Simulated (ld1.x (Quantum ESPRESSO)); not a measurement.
**Configuration tests for Cl (RRKJ)**

- Element: Cl
- Generator: ld1.x (Quantum ESPRESSO) 7.5
- Type: norm-conserving RRKJ (Kleinman–Bylander form)
- Functional: LDA (PZ)
- Relativity: scalar-relativistic
- Frozen core: [He]
- Valence charge: 15
- Reference configuration: 2s2 2p6 3s1.5 3p5.5
- Partial waves: 2p (bound): rc 0.75 bohr; 3d channel at 0.35 Ry: rc 0.70 bohr; 2s (bound): rc 0.60 bohr
- Local potential: the s channel
- Core correction: none

Occupied shells without a wave of their own: 3p, 3s. They enter only through the test configuration that unscreens the potential.

Energies are relative to the spin-unpolarised reference configuration 2s2 2p6 3s1.5 3p5.5; without spin polarisation the order of configurations can differ from experiment. Spin-polarised rows fill each open shell by Hund’s rule, majority spin first.

| valence configuration | charge | ΔE all-electron (eV) | error AE − PS (meV) |
| --- | --- | --- | --- |
| 2s2 2p6 3s2 3p5 | 0 | -6.009 | +624 |
| 2s2 2p6 3s2 3p4 | +1 | 7.962 | +1299 |
| 2s2 2p6 3s2 3p4.5 | +0.5 | -0.375 | +925 |
| 2s2 2p6 3s2 3p1 | +4 | 124.256 | +5226 |
| 2s2 2p6 3s1 3p6 | 0 | 6.039 | -647 |
| 2s2 2p6 3s1.5 3p5.5 (spin-polarised) | 0 | -0.220 | +0.9 |
| 2s2 2p6 3s2 3p5 (spin-polarised) | 0 | -6.195 | +620 |

Question: What are ΔE and the potential's error for 2s2 2p5 3s2 3p5?

Answer: ΔE = 204.163 eV all-electron; the error (AE − PS) is +1796 meV.

Question: What are ΔE and the potential's error for 2s2 2p6 3s2 3p3?

Answer: ΔE = 33.490 eV all-electron; the error (AE − PS) is +2271 meV.

The 3p, 3s levels have no wave, so the channel is fitted at the deeper level alone: the likely source of the large errors.

The potential misses its own reference levels by up to 0.8 eV.
